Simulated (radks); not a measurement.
Question: Neutral osmium: order these configurations by energy. Calculated with a radial shooting solver on a logarithmic mesh with Libxc functionals: Dirac Kohn-Sham, relativistic LDA (MacDonald-Vosko exchange, VWN5 correlation), spin-unpolarised, spherical densities, finite nucleus; Fermi nuclear charge, rms radius of each element as measured or else 0.836 A^(1/3) + 0.57 fm. Sub-shells are occupied by j as written (lower j first in brackets). [Xe] 4f14 5d(3/2: 4, 5/2: 1) 6s2 6p(1/2: 1, 3/2: 0); [Xe] 4f14 5d(3/2: 4, 5/2: 2) 6s1 6p(1/2: 1, 3/2: 0); [Xe] 4f14 5d(3/2: 4, 5/2: 2) 6s2; [Xe] 4f14 5d(3/2: 4, 5/2: 3) 6s1.

Answer: From the lowest, in eV above it: [Xe] 4f14 5d(3/2: 4, 5/2: 2) 6s2 0.000; [Xe] 4f14 5d(3/2: 4, 5/2: 3) 6s1 0.781; [Xe] 4f14 5d(3/2: 4, 5/2: 2) 6s1 6p(1/2: 1, 3/2: 0) 4.577; [Xe] 4f14 5d(3/2: 4, 5/2: 1) 6s2 6p(1/2: 1, 3/2: 0) 5.011.
